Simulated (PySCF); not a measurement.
Species: C2H6BI3S.
SMILES with atom numbers: `[CH3:1][S+:2]([CH3:3])[B-:4]([I:5])([I:6])[I:7]` (hydrogens: H8, H9, H10 on C1; H11, H12, H13 on C3)

Method: PBE0-D3(BJ)/def2-SVP geometry optimisation, gas phase, def2 core potentials past Kr in PySCF; density fitting, grid level 1; the optimiser is geomeTRIC in internal coordinates, started from a GFN2-xTB structure with every atom displaced at random (about 0.01 Å).

Step 1: E = -37977.5494 eV
```
atom  x, y, z in Å  |  force x, y, z in eV/Å
C1     -0.1221   -1.4845   -0.7314    0.125  -0.225  -0.191
S2      0.2398    0.2788   -0.7162   -1.373  -0.324  -1.368
C3     -1.3605    0.9150   -0.1878   -0.351  -0.034  -0.273
B4      1.3518    0.5333    0.6944    1.515   0.447   1.546
I5      3.2800   -0.4191    0.0375   -0.161   0.071   0.087
I6      0.5950   -0.3263    2.6140    0.059   0.035  -0.081
I7      1.5392    2.7707    0.7925    0.042  -0.129   0.034
H8      0.8240   -1.9797   -1.0016   -0.137  -0.001   0.060
H9     -0.8874   -1.6892   -1.4932    0.044   0.096  -0.002
H10    -0.4521   -1.8043    0.2660    0.018   0.009   0.039
H11    -2.1074    0.5907   -0.9326    0.132   0.082   0.102
H12    -1.6080    0.5318    0.8108    0.050  -0.039   0.053
H13    -1.2914    2.0088   -0.1701    0.038   0.013  -0.006
```

Step 2: E = -37977.6693 eV
```
atom  x, y, z in Å  |  force x, y, z in eV/Å
C1     -0.1423   -1.4939   -0.7475    0.131  -0.057  -0.022
S2      0.2173    0.2728   -0.7308   -0.499  -0.132  -0.384
C3     -1.3889    0.9055   -0.2080   -0.079  -0.025  -0.058
B4      1.3983    0.5522    0.7337    0.693   0.255   0.589
I5      3.3148   -0.3989    0.0692   -0.198   0.021   0.007
I6      0.6704   -0.2993    2.6627   -0.066   0.005  -0.207
I7      1.5973    2.7830    0.8324   -0.073  -0.158  -0.046
H8      0.7973   -1.9944   -1.0197   -0.041  -0.014   0.032
H9     -0.9094   -1.6881   -1.5090    0.016   0.057  -0.005
H10    -0.4706   -1.8137    0.2512    0.007  -0.001   0.023
H11    -2.1316    0.5782   -0.9504    0.055   0.042   0.028
H12    -1.6314    0.5230    0.7933    0.024  -0.007   0.030
H13    -1.3203    1.9997   -0.1946    0.030   0.016   0.013
```

Problem. Estimate the geometry and energy of step 3. (The exact step hangs on the optimiser's Hessian estimate; all steps are aligned on step 2, rigid shifts and turns removed.)

Solution. E = -37977.7013 eV, largest force 0.215 eV/Å
```
atom  x, y, z in Å  |  force x, y, z in eV/Å
C1     -0.1302   -1.4985   -0.7454   -0.019   0.027  -0.009
S2      0.2051    0.2728   -0.7481   -0.132  -0.056  -0.084
C3     -1.3918    0.9081   -0.2028    0.013  -0.039  -0.006
B4      1.4199    0.5667    0.7452    0.181   0.109   0.041
I5      3.2937   -0.4098    0.0707    0.038  -0.023  -0.015
I6      0.6250   -0.3029    2.6137   -0.049  -0.050   0.124
I7      1.5935    2.7783    0.8275   -0.002   0.035  -0.003
H8      0.8076   -1.9980   -1.0190    0.012   0.006  -0.002
H9     -0.9017   -1.6951   -1.5007   -0.010  -0.018  -0.006
H10    -0.4482   -1.8120    0.2594   -0.010  -0.002  -0.014
H11    -2.1448    0.5899   -0.9345   -0.026   0.012  -0.020
H12    -1.6157    0.5244    0.8035   -0.006   0.006  -0.014
H13    -1.3115    2.0023   -0.1868    0.011  -0.008   0.008
```

The energy changes by -0.0320 eV. The first-order estimate −F·Δx gives -0.0591 eV and the mean of the old and new forces, exact on a quadratic surface, -0.0315 eV. The step makes an angle of 58° with the force vector and moves no atom by more than 0.067 Å.

What follows is the cost of the whole optimisation. On one thread of an Arm Neoverse V2, no GPU, shared host with 32 logical CPUs at a one-minute load of 18, this took 3.7 min wall and 0.83 GiB of memory at its peak.
